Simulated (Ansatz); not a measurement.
Species: COW (charge 0, quintet). The spin state was set by rule; other spins were not relaxed. SMILES: [O+]#[C-]->[W]
Coordinates optimised at B3LYP-D3(BJ)/def2-TZVP (Ansatz, a program for electronic structure):
```xyz
3

W      0.0000     0.0000    -0.4123
O      0.0000     0.0000     2.6797
C      0.0000     0.0000     1.5119
```
Charge 0, spin multiplicity 5.

Parts of the frozen-core correlation energy in def2-SVP (Ansatz, hartree). Frozen orbitals: 6; correlated occupied orbitals by spin: 10 and 6; virtual: 44 and 48. Open shells are spin-unrestricted. No spin-orbit coupling. In def2 rows, elements after Kr have scalar-relativistic effective core potentials.

```
term                            value
-------------------------  ----------
reference (HF)             -178.95679
MP2 opposite-spin                 ___
MP2 same-spin                -0.13014
CCSD correlation                  ___
(T)                               ___
T1 diagnostic                   0.059
largest doubles amplitude       0.100
<S^2> of the reference          6.580
```

What belongs in the gaps?


- MP2 opposite-spin, value: -0.24285
- CCSD correlation, value: -0.39842
- (T), value: -0.01808
